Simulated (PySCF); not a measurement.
## SnC and its ions

ROHF-MP2; PySCF, spin-free X2C with a Gaussian nucleus, basis sets Sn x2c-SVPall, C x2c-SVPall. Neutral (ROHF): triplet (σ ↑, π ↑), Re = 2.003 Å, ωe = 763 cm⁻¹, De = 2.62 eV.

SnC⁺ (UHF): quartet (σ ↑, π ↑↑), Re = 2.111 Å, ωe = 643 cm⁻¹, De = 2.32 eV to Sn⁺ + C. The energies at the minima are -6210.94603 hartree for SnC and -6210.67376 for SnC⁺.

Task: Work out the adiabatic ionisation energy, without and with harmonic zero-point energies (1 hartree = 27.2114 eV, 1 eV = 8065.5 cm⁻¹), and the change of the bond length.

Result: At MP2: 0.27227 hartree = 7.409 eV between the minima; the zero-point term (643.0 − 763.0)/2 cm⁻¹ = -0.007 eV makes it 7.401 eV. Re changes by +10.8 pm against the neutral. The electron leaves a π orbital, and the longer bond of the ion fits a bonding orbital, or a change in how ionic the bond is.

Correlated steps freeze 19 core orbitals. UHF and ROHF references stand side by side, which adds small steps between rows. Correlated levels converge slowly with the basis: in double zeta they bind strong bonds too weakly, by up to about 1 eV, and carry superposition errors of some tenths. These are scalar-relativistic numbers at best; spin–orbit coupling would shift them, the dissociation energy most. For an ion De counts to the pair picked by the measured ionisation energies or electron affinities, which need not be the lowest pair at this level. States were picked by a PBE0 search and need not be the measured ground states.

Neutral and ion stand on different kinds of reference determinant, which adds to the error of the difference.
